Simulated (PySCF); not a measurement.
Nb(NH)(F)2(NH2) (F2H3N2Nb), SMILES [Nb]([NH2])(=[NH])([F])[F], multiplicity 1.

The structure is a stationary point at PBE0-D3(BJ)/def2-SVP. The multiplicity is an assumed one; other spin states were not compared. The def2 effective core potentials stand for the cores of Nb; spin–orbit coupling is left out. The values are those of a single conformer.

Level of theory: PySCF with PBE0-D3(BJ)/def2-SVP.

Frequencies are harmonic and unscaled.

```csv
mode,ν (cm⁻¹),IR (km/mol),Raman (Å⁴/amu),depolarisation,moving atoms (share of kinetic energy)
1,169,10.3,0.7,0.57,"F 83 %, Nb 11 %"
2,177,0.0,2.9,0.75,"N 39 %, F 38 %, H 14 %, Nb 8 %"
3,196,4.6,1.2,0.50,"F 49 %, Nb 22 %, N 19 %, H 9 %"
4,219,0.7,3.8,0.75,"N 42 %, F 32 %, H 18 %, Nb 9 %"
5,246,6.0,5.0,0.72,"N 60 %, H 27 %"
6,420,28.2,0.2,0.75,H 93 %
7,497,11.0,2.0,0.75,"H 83 %, N 16 %"
8,537,335.9,0.7,0.75,"H 77 %, N 21 %"
9,574,65.0,1.9,0.74,"H 82 %, N 16 %"
10,630,12.0,0.4,0.34,"H 60 %, N 27 %, F 10 %"
11,680,97.3,7.7,0.03,"F 74 %, N 14 %"
12,702,179.6,0.1,0.75,"F 73 %, Nb 25 %"
13,740,209.6,7.7,0.19,"N 55 %, H 22 %, Nb 19 %"
14,1046,138.9,30.8,0.08,"N 78 %, Nb 15 %"
15,1510,30.8,9.7,0.53,"H 89 %, N 11 %"
16,3566,76.9,159.7,0.17,H 95 %
17,3673,166.3,165.8,0.38,H 92 %
18,3683,65.2,53.9,0.62,"H 92 %, N 8 %"
```
